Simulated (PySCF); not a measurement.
**Spectroscopy problems**

PySCF 2.14.0 with density-fitted response routines calculation with GFN2-xTB geometry and σ from GIAO-PBE0/pcSseg-1; no solvent model, fast rotation and ring inversion assumed for equivalent nuclei, non-relativistic, one conformer.

δ = σ(ref) − σ, references computed at the same level: ¹H, ¹³C against TMS. Where no couplings were computed, multiplicities follow the n + 1 count of equivalent neighbours, and m marks all less simple cases (inequivalent or close neighbours, rings, F or P nearby). Shifts are as computed. Against solution values, carbons near 30 ppm lie about +3 ppm off and those near 130 ppm about +5 ppm. Of 1211 compounds with measured shifts, 218 miss one by over three times the rms of a fit or turn the order of signals round; such compounds aren't used in these exercises.

Q: C₅H₆O₂. ¹H NMR (500 MHz, computed): δ 6.95 (m, 1H), 6.60 (m, 1H), 5.54 (m, 1H), 4.05 (s, 3H). ¹³C{¹H} NMR (computed): δ 168.1 (C), 135.1 (CH), 119.4 (CH), 88.2 (CH), 56.1 (CH3). Give a structure.

A: `COc1ccco1`. Rings plus π bonds: 3 (1 ring in the answer). 5 carbon signals for 5 carbons: no two carbons are equivalent. Carbon types of the structure: 1 × C, 3 × CH, 1 × CH3, which accounts for all hydrogens. δC 168.1: aromatic carbon bearing oxygen; the electronegative substituent deshields the carbon that carries it. δC 135.1: aromatic CH next to the ring oxygen. δC 119.4, 88.2: aromatic CH. δH 4.05: hydrogen on a methyl carbon bonded to O; its carbon carries O, hence the downfield position.

The data come from this structure; uniqueness wasn't tested.

Q: C₅H₆O₂. ¹H NMR (500 MHz, computed): δ 7.08 (t, 1H), 4.87 (m, 2H), 2.11 (s, 3H). ¹³C{¹H} NMR (computed): δ 177.4 (C), 150.8 (CH), 141.1 (C), 72.6 (CH2), 14.5 (CH3). Give a structure.

A: `CC1=CCOC1=O`. Rings plus π bonds: 3 (1 ring in the answer). 5 carbon signals for 5 carbons: no two carbons are equivalent. Carbon types of the structure: 2 × C, 1 × CH, 1 × CH2, 1 × CH3, which accounts for all hydrogens. δC 177.4: ester carbonyl carbon; lone-pair donation from the attached heteroatom keeps it upfield of a ketone carbonyl. δC 150.8: β carbon of a C=C–C=O unit; conjugation with the carbonyl draws π density from the β position. δC 141.1: α carbon of a C=C–C=O unit; as expected for a trigonal carbon in a double bond. δC 72.6: allylic sp3 CH2 bonded to O; deshielded by the electronegative neighbour.

The shifts were computed for this structure.
